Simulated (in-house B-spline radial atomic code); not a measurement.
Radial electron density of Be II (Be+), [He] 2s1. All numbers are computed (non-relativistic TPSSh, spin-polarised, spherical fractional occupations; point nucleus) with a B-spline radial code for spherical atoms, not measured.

Columns: r (bohr), 4πr²n(r) (electrons per bohr), bar.

```
   0.015  0.08831 #
  0.0175   0.1178 #
  0.0205   0.1579 ##
   0.024   0.2104 ##
   0.028   0.2774 ###
  0.0328   0.3664 ####
  0.0383   0.4783 #####
  0.0448   0.6214 #######
  0.0524   0.8005 #########
  0.0613    1.021 ###########
  0.0717    1.287 ##############
  0.0839      1.6 ##################
  0.0981    1.957 ######################
   0.115    2.356 ##########################
   0.134    2.758 ###############################
   0.157    3.168 ###################################
   0.184    3.533 #######################################
   0.215    3.805 ##########################################
   0.251    3.944 ############################################
   0.294    3.913 ############################################
   0.344    3.685 #########################################
   0.402    3.274 #####################################
    0.47    2.715 ##############################
    0.55    2.079 #######################
   0.643    1.467 ################
   0.752   0.9578 ###########
    0.88   0.6064 #######
    1.03    0.425 #####
     1.2   0.3847 ####
    1.41   0.4273 #####
    1.65   0.4801 #####
    1.93    0.495 ######
    2.25     0.45 #####
    2.64   0.3428 ####
    3.08   0.2204 ##
     3.6   0.1177 #
    4.22  0.05078 #
    4.93  0.01773 
    5.77 0.004625 
    6.75 0.0008675 
    7.89 0.000115
```

On this grid the curve has 2 maxima, near 0.251, 1.93 bohr.

The 1s down radial function P(r) = rR(r), positive near the nucleus:

```csv
r (bohr),P
0.005,0.07187
0.00684,0.0976
0.00936,0.1322
0.0128,0.1784
0.0175,0.2393
0.024,0.3198
0.0328,0.4221
0.0448,0.5497
0.0613,0.7046
0.0839,0.8822
0.115,1.071
0.157,1.242
0.215,1.363
0.294,1.385
0.402,1.272
0.55,1.02
0.752,0.6822
1.03,0.359
1.41,0.1387
1.93,0.03381
2.64,0.004363
```
